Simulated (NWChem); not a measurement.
A series in which one site is exchanged, each optimised at PBE0/def2-SVP with NWChem, gas phase unless a solvent is named. Some are not confirmed as minima by frequencies. def2 effective core potentials on Zr; no spin-orbit coupling.

A: [CH3][Zr]([F])([F])[F] (CH3F3Zr; site = Zr)
B: CC(F)(F)F (C₂H₃F₃; site = C)
C: [F][Ti]([F])([CH3])[F] (CH3F3Ti; site = Ti)
D: [CH3][Ge]([F])([F])[F] (CH3F3Ge; site = Ge)

### Question
Rank them by orbital gap (eV), PBE0/def2-SVP, lowest first.

### Answer
C (6.43), A (7.20), D (10.47), B (12.89)
